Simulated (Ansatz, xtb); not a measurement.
Breaking the Si1–Ge2 bond in GeH6Si (SMILES [SiH3][GeH3]) (multiplicity 1 held, fragments rigid). Energies count from the point at 2.388 Å.
Geometry at that point (charge 0, multiplicity 1):
```xyz
8

Si    -1.604    -0.128     0.021
Ge     0.776     0.062    -0.010
H     -2.177     0.818     1.007
H     -1.999    -1.507     0.393
H     -2.156     0.183    -1.319
H      1.204     1.490    -0.396
H      1.388    -0.915    -1.030
H      1.367    -0.258     1.375
```

R- and RO- levels are restricted; in cc, def2 and unpolarised 6-31G sets they are followed outwards from rest. U- levels take the lowest unrestricted solution at each point, which mixes spins at long bonds. Active spaces are followed from a long bond inwards. Left out are points that failed, MP2 points in a non-variational dive below the minimum, coupled-cluster points behind a sign of a changed root (a jump of the amplitudes, or a one-step jump against full CI or MRCI), small-basis points behind a change of solution, and semi-empirical points at long bonds. Curves can end on different states.

Correlated levels freeze the cores. Filled d and f shells under p-block atoms count as core.

Codes used: Ansatz (Gaussian orbitals); xtb for the GFN methods. Values without a source in brackets are computed. The GFN methods have no spin term and hold the electronic entropy of 300 K.

Energies in kJ/mol.

```tsv
R (Å)	GFN2-xTB	U-HF/def2-SVP	R-MP2/def2-SVP	U-CCSD(T)/def2-SVP	CASSCF(2,2)/def2-SVP	FIC-MRCISD+Q on CASSCF(2,2)/def2-SVP
1.910	294	248	233	235	253	236
2.149	29	49	44	45	56	45
2.388	0	0	0	0	0	0
2.627	27	19	21	19	11	19
2.865	70	66	68	63	48	62
3.224	140	151	150	139	115	___
3.582	204	198	227	208	172	199
4.179	275	222	322	275	230	261
4.776	308	227	376	290	251	___
5.492	319	229	394	293	258	292
6.447	left out	229	363	294	259	293
7.641	left out	229	291	294	259	294
```

**Question.** Fill in the missing entries.

**Answer.** 
- 4.776, FIC-MRCISD+Q on CASSCF(2,2)/def2-SVP: 285
- 3.224, FIC-MRCISD+Q on CASSCF(2,2)/def2-SVP: 136

Doubts at one or more of the structures used: a spin-contaminated determinant (U-HF/def2-SVP, U-CCSD(T)/def2-SVP); a restricted determinant that unrestricted orbitals would lower (R-MP2/def2-SVP); T1 above 0.05 (U-CCSD(T)/def2-SVP).

Ansatz is a quantum-chemistry and plane-wave program.
